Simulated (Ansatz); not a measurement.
`[F][Cd][O][SiH3]` → Cd (atom) + F• + 3 H• + O• + Si•  (atomization)

Isolated molecules relaxed with PBE0-D4/def2-TZVP in Ansatz; ΔE leaves out vibrations. CCSD(T)/CBS adds triple-zeta CCSD(T) − MP2 to the extrapolated MP2 energy (def2 sets, frozen cores). This one scheme is used for every species, atoms too. Functionals use def2-TZVPP. HSE06 is defined as in plane-wave codes. No spin–orbit coupling; open shells (•) take unrestricted orbitals. Spin–orbit coupling would lower the free atoms: a little for F, O, Si. Elements past krypton have def2 core potentials. Bonds to Cd are less sure, by a few kJ/mol each and by 10 to 20 or more in all where they break to atoms, as the def2 sets lack core-valence functions. One conformer a species, not always the lowest.

(1) What is ΔE at CCSD(T)/CBS? (An estimate is asked.)

(2) What do these levels give: revPBE-D4, PBE0-D4, r2SCANh-D4, B2PLYP, BLYP, r2SCANh, HSE06, BHLYP, LC-ωPBE, HF/def2-SVP, HF/def2-QZVPP, CCSD/CBS(def2)? (Estimate.)

Largest T1 diagnostic among the species: 0.016.

Results:

(1) Ansatz gave: +482.8 kcal/mol.

(2) Computed: revPBE-D4 465.5, PBE0-D4 468.0, r2SCANh-D4 475.7, B2PLYP 470.5, BLYP 466.9, r2SCANh 474.9, HSE06 465.7, BHLYP 453.2, LC-ωPBE 484.8, HF/def2-SVP 328.9, HF/def2-QZVPP 340.7, CCSD/CBS(def2) 475.3 kcal/mol.

From r2SCAN to r2SCAN0 (25 % exact exchange), in def2-TZVPP and without D4, ΔE moves by −13.6 kcal/mol: exact exchange takes away binding that semilocal exchange gives to molecules. Leaving LDA and LC-ωPBE aside and taking each functional with its dispersion term where it has one, the values, not all of them listed here, spread over 29.0 kcal/mol, from BHLYP-D4 to ωB97X-V. LDA lies +72.5 kcal/mol from PBE without D4, its usual overbinding. The D4 term adds +5.0 kcal/mol with B3LYP and +2.6 kcal/mol with PBE0; it sums over pairs of atoms, weighted by their polarisabilities, and B3LYP, whose exchange is more repulsive, gets the larger term.

B3LYP here is the variant with VWN-RPA as its local correlation; programs differ in this.

For atomizations the MP2-based limit and the directly extrapolated one differ by several kJ/mol either way, and by 10 to 25 for some Ge, Se and Sn compounds, so smaller differences from it don't rank the levels.
